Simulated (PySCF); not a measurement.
CH₅MoNOS₂, SMILES [N](=[Mo]([SH])(=[O])[SH])C, multiplicity 1.

The structure is a stationary point at PBE0-D3(BJ)/def2-SVP. The spin state was assumed, not searched. The def2 effective core potentials stand for the cores of Mo; spin–orbit coupling is left out. The values are those of a single conformer.

All values below come from PySCF with PBE/def2-TZVP.

Symmetry labels are those of the subgroup Cs that the program uses (full group Cs).

Computed valence orbital energies around the gap with their symmetry:
```json
[
 {"orbital": "HOMO−7", "symmetry": "A\"", "energy (eV)": "-9.05"},
 {"orbital": "HOMO−6", "symmetry": "A'", "energy (eV)": "-8.99"},
 {"orbital": "HOMO−5", "symmetry": "A\"", "energy (eV)": "-8.37"},
 {"orbital": "HOMO−4", "symmetry": "A'", "energy (eV)": "-8.11"},
 {"orbital": "HOMO−3", "symmetry": "A'", "energy (eV)": "-7.21"},
 {"orbital": "HOMO−2", "symmetry": "A\"", "energy (eV)": "-7.13"},
 {"orbital": "HOMO−1", "symmetry": "A'", "energy (eV)": "-6.62"},
 {"orbital": "HOMO", "symmetry": "A\"", "energy (eV)": "-6.27"},
 {"orbital": "LUMO", "symmetry": "A'", "energy (eV)": "-3.06"},
 {"orbital": "LUMO+1", "symmetry": "A\"", "energy (eV)": "-2.70"},
 {"orbital": "LUMO+2", "symmetry": "A\"", "energy (eV)": "-2.13"},
 {"orbital": "LUMO+3", "symmetry": "A'", "energy (eV)": "-1.55"}
]
```
